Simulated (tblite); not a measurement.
Species: C8H9O (doublet state).
Structure used (GFN2-xTB), in Å, numbered top down from 1:
```xyz
18
C8H9O angstrom
C      4.3513   -0.9732   -0.0813
C      3.2100   -0.7655   -0.4054
C      1.9191   -0.5183   -0.7491
C      0.7695   -0.3369   -1.0725
C     -0.6020   -0.0236   -1.3740
C     -1.1375    1.1075   -0.4161
O     -0.4711    2.3169   -0.6805
C     -1.0518    0.6885    0.9978
C     -1.9545   -0.3282    1.5740
H      5.3449   -1.1608    0.1940
H     -0.6822    0.3362   -2.4036
H     -1.2261   -0.9117   -1.2542
H     -2.1828    1.2860   -0.7034
H      0.4509    2.2217   -0.4135
H     -0.1919    0.9991    1.5683
H     -2.8542   -0.4442    0.9726
H     -1.4603   -1.3057    1.6437
H     -2.2402   -0.0552    2.5914
```

Calculated harmonic vibrations of the isolated species, GFN2-xTB (tblite), most abundant isotopes, no scaling. Errors from tens to a few hundred cm⁻¹ against measured bands are possible. One conformer, not necessarily the lowest. Open shells enter through the occupations alone, without spin polarisation, and single modes of such species can be off by tens of per cent.

Harmonic wavenumbers (cm⁻¹): 29.5, 65.8, 72.4, 100.3, 143.6, 164.8, 240.8, 277.7, 302.6, 320.8, 370.6, 372.8, 379.4, 420.3, 473.0, 608.8, 633.3, 634.6, 726.7, 851.6, 885.5, 937.9, 988.6, 1057.0, 1082.7, 1147.0, 1152.3, 1173.2, 1195.8, 1218.5, 1298.1, 1314.6, 1370.6, 1394.6, 1425.4, 1462.8, 1483.5, 2218.7, 2344.3, 2881.9, 2885.9, 2949.5, 2968.1, 2977.4, 3023.9, 3101.6, 3406.9, 3530.1.

A = 2633, B = 800.8, C = 722.3 MHz; mass 121.065 u (most abundant isotopes); point group C1, symmetry number 1; spin multiplicity 2.

Question: Zero-point energy?

Answer: Half the sum of the wavenumbers: 30033 cm⁻¹ = 359.27 kJ/mol.

Question: What is S at 350 K and 1 bar for an ideal gas of classical rigid rotors and harmonic oscillators?

Answer: Translation 172.01, rotation 126.41, vibration 176.22, spin (R ln 2) 5.76: S = 480.4 J/(mol K).

Question: And Cp and H(350 K) − H(0)?

Answer: Cp = 194.06 J/(mol K), of which vibrations give 160.80 (their classical limit is 48 R = 399.1); H(350 K) − H(0) = 42.42 kJ/mol without the zero-point energy, 30.77 from vibrations.

Question: Which modes carry the vibrational entropy at 350 K?

Answer: 29.5 cm⁻¹: 25.86; 65.8 cm⁻¹: 19.21; 72.4 cm⁻¹: 18.42; 100.3 cm⁻¹: 15.74; 143.6 cm⁻¹: 12.82; 164.8 cm⁻¹: 11.71 J/(mol K); the other 42 give 72.46 together.

Question: Blend soft modes into free rotors: weight 1/[1 + (100 cm⁻¹/ν̃)⁴] for the oscillator and the rest for a rotor with moment μB/(μ + B), μ = h/(8π²ν), B = 10⁻⁴⁴ kg m². What vibrational entropy results?

Answer: 158.56 J/(mol K) in place of 176.22, which changes −T·S at 350 K by +6.18 kJ/mol.

Hindered rotation and anharmonicity are outside this model. Other conformers, if any are populated, would add a mixing term that is left out. The structure is chiral; the term R ln 2 for an equal mix with its mirror image is left out.
